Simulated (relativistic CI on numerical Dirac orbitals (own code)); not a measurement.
# Hyperfine structure of Lu XXX, mass number 173

Computed by Dirac-Coulomb-Breit CI, orbitals from a KLI potential per configuration, a model potential for QED, unscaled Slater integrals (own radial code, finite nucleus).

Configuration list (outside the closed core [Ar] 3d10): 4s2.4p6.4d6, 4s2.4p5.4d7, 4s2.4p6.4d5.4f, 4s2.4p4.4d8, 4s.4p6.4d7, 4p6.4d8, 4s.4p6.4d6.4f, 4s2.4p6.4d5.5s, 4s.4p5.4d8, 4s2.4p6.4d5.5d, 4s2.4p6.4d4.5s2, 4s2.4p4.4d7.5s, 4s2.4p6.4d5.6s, 4s.4p6.4d6.5s, 4p6.4d7.5s, 4s.4p6.4d5.5s2. Levels of other configurations are missing.

Nuclear spin I = 7/2, μ = 2.273 μN, Q = 3.53 b (tables of Stone and Pyykkö). The electronic factors are computed for point nuclear moments, without core polarisation or the Bohr-Weisskopf and QED corrections.

| Level | E (cm⁻¹) | A (MHz) | B (MHz) |
| --- | --- | --- | --- |
| 4s2.4p6.4d6 5D_3 | 86548.3 | 3200 | 5350 |
| 4s2.4p6.4d6 5D_1 | 98432.6 | 4730 | -18700 |
| 4s2.4p6.4d6 3G_5 | 125134.9 | 6627 | 23400 |
| 4s2.4p6.4d6 3H_6 | 127946.7 | 7309 | -45600 |

Levels with J = 0, under 50 % of one LS term, or S terms without an open s electron are left out. Small factors come from cancelling terms and can be off by tens of per cent or more.

At this charge energies of transitions that change n are usually good to better than 1 %, and those within a shell (Δn = 0) to a few per cent. Terms inside the open d or f shell come out 10 to 20 % too wide with unscaled integrals.

Task: Give the hyperfine levels of 4s2.4p6.4d6 5D_3 relative to its centre of gravity.

Result: With K = F(F + 1) − I(I + 1) − J(J + 1), E = AK/2 + B[¾K(K + 1) − I(I + 1)J(J + 1)]/[2I(2I − 1)J(2J − 1)]: F = 1/2: -40330, F = 3/2: -36490, F = 5/2: -29830, F = 7/2: -19970, F = 9/2: -6368, F = 11/2: 11650, F = 13/2: 34940 MHz.

LS names give the leading component of a level, which can be under half, so a name can repeat, a term be missing and a line seem to break the LS rules.
